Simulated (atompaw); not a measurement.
bismuth (Bi): one change to a PAW (atompaw) potential, before and after

Bi, PAW, made with atompaw 4.2.0.5 (PBE, scalar-relativistic). Core [Xe] 4f14, reference 5d10 6s2 6p3. Waves: 6s (bound): rc 2.20 bohr; 6s channel at 0.05 Ry: rc 2.20 bohr; 6p (bound): rc 2.20 bohr; 6p channel at 0.2 Ry: rc 2.20 bohr; 5d (bound): rc 1.70 bohr; 5d channel at 0.65 Ry: rc 2.20 bohr. Local part: bessel scheme, radius 1.85 bohr. Core correction: smooth core density matched at 1.25 bohr. Augmentation charge: sinc compensation charge, radius 1.85 bohr; PAW radius 2.20 bohr; waves and projectors: custom rrkj vanderbiltortho.

All-electron outer shells of the reference configuration (PBE, scalar-relativistic, ld1.x):

```csv
shell,level (eV),outermost node (bohr),outermost maximum (bohr)
4f,-152.59,–,0.34
5p,-95.86,0.48,0.86
5d,-27.08,0.51,1.03
6s,-14.48,0.98,1.88
6p,-4.57,1.14,2.44
```

Change: augmentation sinc compensation charge, radius 1.85 bohr; PAW radius 2.20 bohr; waves and projectors: custom polynom2 7 10 vanderbiltortho.

Cutoffs: the cutoffs (Ry, on a coarse ladder) from which the occupation-weighted sum of valence levels, in a spherical-Bessel basis at the reference potential, stays within 10 and 1 mRy of its value at 400 Ry; they do not see the model core or the augmentation charge, which bear on the density cutoff.

Problem. What does the change do?

Solution. The potential gets harder (50 Ry and 80 Ry → 120 Ry and 260 Ry); the range in which the p phases agree narrows (upper end 4.2 → 2.1); the range in which the d phases agree narrows (upper end at the end of the scan → 2.5); neither file shows a bound ghost.

| quantity | base | changed |
| --- | --- | --- |
| cutoff, loose | 50 Ry | 120 Ry |
| cutoff, tight | 80 Ry | 260 Ry |
| loose cutoff by channel (10 mRy a level) | s 6 Ry, p 6 Ry, d 35 Ry | s 6 Ry, p 6 Ry, d 25 Ry |
| bound ghosts | none | none |
| s: phases at 2.21 bohr within 0.05 rad from the reference energy up to (Ry; the scan ends near 5) | 4.4 | 3.9 |
| p: phases at 2.21 bohr within 0.05 rad from the reference energy up to (Ry; the scan ends near 5) | 4.2 | 2.1 |
| d: phases at 2.21 bohr within 0.05 rad from the reference energy up to (Ry; the scan ends near 5) | to the end of the scan | 2.5 |
| lowest overlap eigenvalue by channel | s 0.34, p 0.54, d 0.55 | s 0.11, p 0.33, d 0.70 |

 The cutoffs see the waves, projectors and local potential, not the compensation charge or the core.
